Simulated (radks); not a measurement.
Values are calculated unless marked as measured or tabulated.
Fractional charge and spin in the 5s shell of antimony: the spin-up occupation runs from 0 to 1 and the spin-down occupation from 0 to 1; the fullest corner is Sb3+, [Kr] 4d10 5s(up 1, down 1). Code: a radial shooting solver on a logarithmic mesh with Libxc functionals. Model: scalar-relativistic Kohn-Sham, PBE, spin-polarised, spherical densities, finite nucleus; Fermi nuclear charge, rms radius of each element as measured or else 0.836 A^(1/3) + 0.57 fm. Energy (eV) above the fullest corner. The planes named below are the two flat planes that join the four corners, with an edge along up + down = one added electron.

down \ up       0    0.25     0.5    0.75       1
0          99.714  84.768  70.503  56.913  43.993
0.25       84.768  70.582  57.067  44.219  32.031
0.5        70.503  57.067  44.293  32.178  20.714
0.75       56.913  44.219  32.178  20.787  10.040
1          43.993  32.031  20.714  10.040   0.000

Corners above the fullest one (they belong to Sb4+ and the next ion): (up 1, down 0) 43.993 eV, (up 0, down 1) 43.993 eV, (up 0, down 0) 99.714 eV. With half an added electron in each spin the energy lies 0.300 eV from the planes (fractional-spin error, the static-correlation error of a stretched bond), and with half an added electron in spin up alone -1.351 eV (fractional-charge error). For a frontier s shell over closed shells the exact functional lies on the planes.
